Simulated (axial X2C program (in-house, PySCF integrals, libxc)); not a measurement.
**Outer orbitals of WN at 1.652 Å, HF**

Calculated with an in-house relativistic program for diatomic molecules. Spin-free means the one-electron spin-free X2C Hamiltonian; two-component (2c) means X2C with spin–orbit coupling and atomic mean-field two-electron Coulomb and Gaunt terms, so the difference of the two also holds small scalar two-electron terms. Basis: W dyall-cv3z [13s14p9d7f4g], N dyall-av3z [7s7p3d2f] (cores contracted in-house); Gaussian nuclei, density fitting, unrestricted open shells. Masses: W 183.951 u, N 14.003 u.

The distance is close to the 2c PBE0 minimum; the highest filled and lowest empty levels are listed.

Spin-free orbitals, state M_S = 3/2, Λ = 0 (beyond evenly filled blocks: σα, δ+α, δ-α) (Löwdin shares):

```json
{"symmetry": "σβ", "occupied": "yes", "ε (eV)": "-27.71", "atomic character": "62% N s, 15% W d, 10% W p"}
{"symmetry": "σα", "occupied": "yes", "ε (eV)": "-23.33", "atomic character": "57% N s, 22% W d, 8% W p"}
{"symmetry": "π-β", "occupied": "yes", "ε (eV)": "-12.81", "atomic character": "72% N p, 17% W d, 5% W f"}
{"symmetry": "π+β", "occupied": "yes", "ε (eV)": "-12.81", "atomic character": "72% N p, 17% W d, 5% W f"}
{"symmetry": "σβ", "occupied": "yes", "ε (eV)": "-12.50", "atomic character": "70% N p, 17% W d, 4% N s"}
{"symmetry": "σα", "occupied": "yes", "ε (eV)": "-10.78", "atomic character": "41% W d, 38% N p, 11% N s"}
{"symmetry": "π-α", "occupied": "yes", "ε (eV)": "-10.59", "atomic character": "64% W d, 30% N p, 3% N d"}
{"symmetry": "π+α", "occupied": "yes", "ε (eV)": "-10.59", "atomic character": "64% W d, 30% N p, 3% N d"}
{"symmetry": "δ-α", "occupied": "yes", "ε (eV)": "-9.80", "atomic character": "96% W d, 2% N d"}
{"symmetry": "δ+α", "occupied": "yes", "ε (eV)": "-9.80", "atomic character": "96% W d, 2% N d"}
{"symmetry": "σα", "occupied": "yes", "ε (eV)": "-8.30", "atomic character": "52% W s, 24% N p, 14% W p"}
{"symmetry": "σβ", "occupied": "no", "ε (eV)": "0.06", "atomic character": "68% W s, 21% W p, 6% N s"}
{"symmetry": "π+α", "occupied": "no", "ε (eV)": "0.08", "atomic character": "78% W p, 14% N p, 8% W d"}
{"symmetry": "π-α", "occupied": "no", "ε (eV)": "0.08", "atomic character": "78% W p, 14% N p, 8% W d"}
{"symmetry": "σα", "occupied": "no", "ε (eV)": "0.73", "atomic character": "60% W p, 13% W s, 13% W d"}
```

Spinors with spin–orbit coupling (state Ω = 3/2):

| ω | occupied | ε (eV) | atomic character | λ mixture |
| --- | --- | --- | --- | --- |
| -1/2 | yes | -27.69 | 62% N s, 15% W d, 11% W p | 100% σ |
| 1/2 | yes | -23.32 | 57% N s, 22% W d, 8% W p | 100% σ |
| 1/2 | yes | -12.87 | 72% N p, 17% W d, 5% W f | 100% π |
| -3/2 | yes | -12.81 | 72% N p, 18% W d, 5% W f | 100% π |
| -1/2 | yes | -12.53 | 70% N p, 17% W d, 4% N s | 99% σ, 1% π |
| 1/2 | yes | -10.79 | 41% W d, 38% N p, 11% N s | 100% σ |
| -1/2 | yes | -10.70 | 64% W d, 30% N p, 3% N d | 99% π, 1% σ |
| 3/2 | yes | -10.50 | 64% W d, 31% N p, 3% N d | 100% π |
| -3/2 | yes | -10.13 | 95% W d, 2% N d | 100% δ, 0% π |
| 5/2 | yes | -9.48 | 95% W d, 2% N d | 100% δ |
| 1/2 | yes | -8.31 | 52% W s, 24% N p, 14% W p | 100% σ |
| -1/2 | no | -0.06 | 68% W p, 12% N p, 11% W s | 83% π, 17% σ |
| -1/2 | no | 0.09 | 57% W s, 30% W p, 6% N p | 84% σ, 16% π |
| 3/2 | no | 0.19 | 79% W p, 13% N p, 7% W d | 100% π |
| 1/2 | no | 0.72 | 60% W p, 13% W s, 13% W d | 98% σ, 2% π |

**Question.** How does the gap between the highest filled and lowest empty level change from the spin-free to the 2c table?

**Answer.** From 8.36 to 8.25 eV at HF, a change of -0.11 eV.

Mulliken charges and populations of the two-component result (they depend on the basis, above all on diffuse functions):

W 0.53 e (s 10.86 p 24.10 d 24.45 f 14.05 g 0.01), N -0.53 e (s 3.85 p 3.60 d 0.07 f 0.01). ⟨Lz⟩ = 0.00 ħ and ⟨Sz⟩ = 1.50 ħ (2.19 and -0.70 on the two atoms), which add up to Ω.

The state is one determinant whose occupation by symmetry is held fixed; it was picked as the lowest of a PBE0 search that is not exhaustive. PBE0 can misorder states that lie within some tenths of an eV, so this need not be the ground state of the molecule. The nearest other spin-free determinant of the search, M_S = 1/2, Λ = 2, lies 0.77 eV up at the distance of the search. With several unpaired electrons one determinant need not be a pure state. This is the top spin component of a Σ state; components of lower Ω are not single determinants and can lie lower. The determinant is spin-polarised beyond a pure state at some levels (its spin-free form has ⟨S²⟩ too high), which makes Re and μ there less reliable.
